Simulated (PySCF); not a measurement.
C3H3F3, SMILES F[C@H]1CC1(F)F. Atoms are numbered in the order given.

```xyz
9

F      1.6980    -0.0817    -0.8734
C      0.9545     0.2128     0.2102
C     -0.0893     1.3089     0.0814
C     -0.4886    -0.1159     0.1867
F     -0.9958    -0.7266    -0.8823
F     -1.0710    -0.5558     1.3062
H      1.4976     0.1133     1.1566
H     -0.2523     1.9750     0.9321
H     -0.1859     1.7533    -0.9131
```

Geometry optimised at PBE0-D3(BJ)/def2-SVP. The structure was generated by enumeration; whether it is a known compound was not checked.

Method: r2SCAN/def2-TZVP run with PySCF.

The molecule is in vacuum.

**Question.** Estimate the frontier levels, gap, dipole moment and polarisability. (The exact figures need the calculation; the answer reports its results.)

**Answer.** 
```
Item                                                                                                            Value
---------------------------------------------------------------------------------------------  ----------------------
highest occupied level                                                                                       -7.09 eV
lowest empty level                                                                                            0.37 eV
orbital gap                                                                                                   7.46 eV
dipole moment                                                                                                  2.10 D
quadrupole, principal values (traceless, Buckingham form, about the centre of nuclear charge)   -5.78, 1.97, 3.81 D·Å
mean static polarisability                                                                       35.6 bohr³ (5.28 Å³)
polarisability, principal values                                                               34.6, 35.8, 36.5 bohr³
```
